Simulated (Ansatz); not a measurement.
System: HgI, charge 0, doublet. HgI (parent SMILES [I][Hg], doublet).
B3LYP-D3(BJ)/def2-TZVP minimum from Ansatz (a quantum-chemistry and plane-wave program):
```xyz
2

Hg     0.0000     0.0000    -1.1303
I      0.0000     0.0000     1.7061
```
Charge 0, spin multiplicity 2.

Total energies in def2-SVP, 19 correlated electrons, 13 frozen orbitals. Open shells are spin-unrestricted; no spin-orbit coupling. Correlated methods leave the cores frozen (noble-gas shells, and filled d and f shells in the p block). Past Kr the def2 sets carry scalar-relativistic core potentials. Spin-orbit terms, left out, reach several kcal/mol for Br and I, and more for heavier atoms. The UHF reference of HgI (parent SMILES [I][Hg], doublet) is spin-contaminated (<S^2> up to 0.04 over the pure value in the sets run). The spin of HgI (parent SMILES [I][Hg], doublet) was assumed, and the state is the lowest solution found for it.

| method | program | energy (Eh) | minus CCSDT(Q) (mEh) |
|---|---|---|---|
| HF | Ansatz | -449.20437 | 382.34 |
| MP2 | Ansatz | -449.58305 | 3.66 |
| CCSD | Ansatz | -449.57928 | 7.43 |
| CCSD(T) | Ansatz | -449.58578 | 0.92 |
| CCSDT(Q) | Ansatz | -449.58671 | 0.00 |

Rough core times of Ansatz's runs on a shared machine: CCSD(T) under 20 s, CCSDT(Q) 4 min.
